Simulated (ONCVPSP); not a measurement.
## Fe, ONCV: configuration errors across variants

```
Element                 : Fe (Z = 26)
Generator               : ONCVPSP 4.0.1
Type                    : optimised norm-conserving Vanderbilt (ONCV)
Functional              : PBEsol
Relativity              : scalar-relativistic
Frozen core             : [Ne]
Valence charge          : 16
Reference configuration : 3s2 3p6 3d6 (charge +2)
Partial waves           : 3s: rc 0.95 bohr, ncon 4, nbas 9, qcut 12.9 1/bohr, 3 projectors, debl 2.9 Ha; 3p: rc 0.95 bohr, ncon 4, nbas 9, qcut 9 1/bohr, 1 projector; 3d: rc 1.00 bohr, ncon 4, nbas 8, qcut 12.7 1/bohr, 1 projector
Local potential         : polynomial inside 0.65 bohr (lpopt 3, dvloc0 2 Ha)
Core correction         : none
```

In the s channel the program set the typed energies aside and used -4.122, 0.250, 3.150 Ha.

All-electron excitation energies from the reference (eV): (1) 3s2 3p6 3d6 4s2 -24.862; (2) 3s2 3p6 3d6 4s1 -16.116; (3) 3s2 3p6 3d5 34.187; (4) 3s1 3p6 3d6 4s2 76.769.

A true bound ghost makes a file unfit for plane-wave use even where its test errors are small: the radial tests pick states by their node count and pass the ghost by.

Errors AE − PS in meV (a dash: test not solved or not reliable):

| change | (1) | (2) | (3) | (4) | bound ghosts | GHOST(+) flags above zero |
| --- | --- | --- | --- | --- | --- | --- |
| base | +3.5 | +1.7 | +4.7 | -26 | none | s |
| all radii scaled by about 0.76 (s 0.72, p 0.72, d 0.76 bohr); local potential polynomial inside 0.50 bohr (lpopt 3, dvloc0 2 Ha) | +2.8 | +1.5 | +5.3 | -14 | s | s |
| all radii scaled by about 0.84 (s 0.80, p 0.80, d 0.84 bohr); local potential polynomial inside 0.56 bohr (lpopt 3, dvloc0 2 Ha) | +3.0 | +1.6 | +4.2 | -16 | s | none |
| all radii scaled by about 1.10 (s 1.04, p 1.04, d 1.10 bohr); local potential polynomial inside 0.72 bohr (lpopt 3, dvloc0 2 Ha) | +4.0 | +1.9 | +5.9 | -39 | none | none |
| all radii scaled by about 1.16 (s 1.10, p 1.10, d 1.16 bohr); local potential polynomial inside 0.76 bohr (lpopt 3, dvloc0 2 Ha) | +4.5 | +2.0 | +6.9 | -51 | none | s |
| all radii scaled by about 1.22 (s 1.16, p 1.16, d 1.22 bohr); local potential polynomial inside 0.80 bohr (lpopt 3, dvloc0 2 Ha) | +4.9 | +2.2 | +8.0 | -67 | none | s |
| all radii scaled by about 1.30 (s 1.24, p 1.24, d 1.30 bohr); local potential polynomial inside 0.86 bohr (lpopt 3, dvloc0 2 Ha) | +5.6 | +2.4 | +9.5 | -96 | none | none |

Question: Give the same row for: all radii scaled by about 0.92 (s 0.88, p 0.88, d 0.92 bohr); local potential polynomial inside 0.60 bohr (lpopt 3, dvloc0 2 Ha).

Answer: +3.2, +1.6, +4.2, -19; bound ghosts: none; GHOST(+) flags above zero: s.
